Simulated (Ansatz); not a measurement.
One change: `F[Si]1(Cl)C[SiH2]1` becomes `Cl[SiH]1C[SiH2]1`.

Ansatz, PBE0-D4/def2-TZVP geometries, multiplicity 1. 

```csv
property,`F[Si]1(Cl)C[SiH2]1`
HOMO–LUMO gap (ωB97M-V/def2-TZVPP) / eV,10.16
HOMO–LUMO gap (B3LYP/def2-TZVPP) / eV,5.96
size of the dipole moment (PBE/def2-TZVPP) / D,1.72
LUMO energy (ωB97M-V/def2-TZVPP) / eV,1.09
LUMO energy (B3LYP/def2-TZVPP) / eV,-0.92
"ideal-gas entropy at 298 K and 1 bar (rigid rotor, harmonic PBE0-D4/def2-TZVP) / J/(mol·K)",350
```

(1) What does the change do to each property? (An estimate is asked.)

Answers

(1) Ansatz gave: 
```
                                                                                  property  `Cl[SiH]1C[SiH2]1`  shift
                                                   HOMO–LUMO gap (ωB97M-V/def2-TZVPP) / eV               10.07  -0.09
                                                     HOMO–LUMO gap (B3LYP/def2-TZVPP) / eV                5.85  -0.11
                                            size of the dipole moment (PBE/def2-TZVPP) / D                1.35  -0.37
                                                     LUMO energy (ωB97M-V/def2-TZVPP) / eV                1.24   0.15
                                                       LUMO energy (B3LYP/def2-TZVPP) / eV               -0.79   0.13
ideal-gas entropy at 298 K and 1 bar (rigid rotor, harmonic PBE0-D4/def2-TZVP) / J/(mol·K)                 329    -21
```

With PBE0 the HOMO rises by 0.22 eV and the LUMO rises by 0.07 eV, so the gap narrows by about 0.15 eV. PBE moves the HOMO by 0.17 eV and ωB97M-V by 0.24 eV. Dipoles are sizes alone; their direction can turn.

B3LYP here is the variant with VWN-RPA as its local correlation; programs differ in this.
